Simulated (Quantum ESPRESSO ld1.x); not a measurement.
Values are calculated unless marked as measured or tabulated.
Bi34+, configuration [Kr] 4d10 4f3 (the NIST ground configuration). Level of theory: Dirac Kohn-Sham, LDA (Slater exchange, Perdew-Wang correlation), spin-unpolarised, spherical densities, point nucleus; open shells fill j = l - 1/2 first (ld1.x of Quantum ESPRESSO 7.5). Some entries of the table are withheld. Estimate them.

| orbital | occ. | eigenvalue (Ry) | <r> (bohr) | <r^2> (bohr^2) |
|---|---|---|---|---|
| 1s1/2 | 2 | -6742.9588 | 0.01579 | 0.0003464 |
| 2s1/2 | 2 | -1288.5044 | 0.06580 | 0.005192 |
| 2p1/2 | 2 | -1241.8233 | 0.05391 | 0.003646 |
| 2p3/2 | 4 | -1071.5164 | 0.06295 | 0.004827 |
| 3s1/2 | 2 | -382.5395 | 0.1705 | 0.03337 |
| 3p1/2 | 2 | -361.5858 | 0.1610 | 0.03027 |
| 3p3/2 | 4 | -323.1219 | 0.1771 | 0.03640 |
| 3d3/2 | 4 | -288.9052 | 0.1537 | 0.02768 |
| 3d5/2 | 6 | -280.7489 | 0.1586 | 0.02933 |
| 4s1/2 | 2 | -152.6767 | 0.3590 | 0.1452 |
| 4p1/2 | 2 | -143.5162 | (1) | (2) |
| 4p3/2 | 4 | -132.5278 | (3) | (4) |
| 4d3/2 | 4 | (5) | 0.3766 | 0.1626 |
| 4d5/2 | 6 | (6) | 0.3845 | 0.1692 |
| 4f5/2 | 3 | -97.1414 | (7) | 0.1477 |
| 4f7/2 | 0 | -96.5299 | (8) | 0.1503 |
| 5s1/2 | 0 | -80.2419 | 0.6517 | 0.4738 |
| 5p1/2 | 0 | -76.1064 | 0.6604 | 0.4885 |
| 5p3/2 | 0 | -71.9901 | 0.6978 | 0.5450 |
| 5d3/2 | 0 | -65.3560 | 0.7122 | 0.5722 |
| 5d5/2 | 0 | -64.5054 | 0.7222 | 0.5883 |
| 5f5/2 | 0 | -56.6883 | 0.7313 | (9) |
| 5f7/2 | 0 | -56.4494 | 0.7351 | (10) |

Answer. 
(1) 4p1/2 <r> (bohr): 0.3567
(2) 4p1/2 <r^2> (bohr^2): 0.1445
(3) 4p3/2 <r> (bohr): 0.3843
(4) 4p3/2 <r^2> (bohr^2): 0.1673
(5) 4d3/2 eigenvalue (Ry): -117.7352
(6) 4d5/2 eigenvalue (Ry): -115.5134
(7) 4f5/2 <r> (bohr): 0.3595
(8) 4f7/2 <r> (bohr): 0.3629
(9) 5f5/2 <r^2> (bohr^2): 0.6085
(10) 5f7/2 <r^2> (bohr^2): 0.6148
